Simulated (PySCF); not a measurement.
# Hartree-Fock beside MP2: AlB2H3N

These are calculations, not measurements. The program is PySCF 2.14.0, an open-source quantum chemistry code, run on an isolated molecule that a program drew, which may never have been made. The molecule is AlB2H3N (charge 0, doublet), drawn as the SMILES string `[BH][AlH][B]=N`.

The geometry was optimised and harmonic frequencies were computed with HF and MP2, all in the cc-pV(D+d)Z basis, for the commonest isotopes, with a restricted reference for singlets and an unrestricted one otherwise, and a frozen core in MP2. Each result is a local minimum of its method.

Geometry at the HF minimum:
```xyz
7
AlB2H3N, angstrom
B    -1.5460    1.3027   -0.6946
Al    0.5029    1.2855   -0.5749
B     1.5437   -0.4724   -1.1296
N     2.1429   -1.4995   -1.4546
H    -2.7332    1.3120   -0.7648
H     1.2606    2.5766   -0.0739
H     2.6277   -2.3178   -1.7136
```

Lengths of the bonds as drawn, in Å (atoms numbered as above):
| bond | HF | MP2 |
|---|---|---|
| B1-Al2 | 2.053 | 2.053 |
| Al2-B3 | 2.117 | 2.096 |
| B3-N4 | 1.233 | 1.263 |
| B1-H5 | 1.189 | 1.198 |
| Al2-H6 | 1.579 | 1.579 |
| N4-H7 | 0.986 | 1.003 |

Rotational constants, in GHz:
```
constant     HF    MP2
       A  18.71  18.24
       B  2.604  2.621
       C  2.286  2.291
```

Harmonic frequencies in cm^-1, each column in rising order, so a row needn't be the same motion in every method:
| rank | HF | MP2 |
|---|---|---|
| 1 | 112 | 99 |
| 2 | 238 | 210 |
| 3 | 308 | 268 |
| 4 | 309 | 356 |
| 5 | 465 | 444 |
| 6 | 468 | 464 |
| 7 | 543 | 491 |
| 8 | 569 | 511 |
| 9 | 608 | 577 |
| 10 | 691 | 678 |
| 11 | 755 | 731 |
| 12 | 1993 | 1854 |
| 13 | 2040 | ? |
| 14 | 2821 | 2760 |
| 15 | 4079 | 3851 |

**Estimate the missing MP2 frequency from the HF column.**

A single factor s that minimises the squared misfit of MP2 against s times HF over the other rows is sum(HF x MP2) / sum(HF^2) = 0.9520, with an rms misfit of 34 cm^-1. For rank 13 it gives 0.9520 x 2040 = 1942 cm^-1. The calculation gives 1969 cm^-1, 27 cm^-1 above the estimate. The drawn bonds are on average 0.7 % longer in MP2 than in HF.
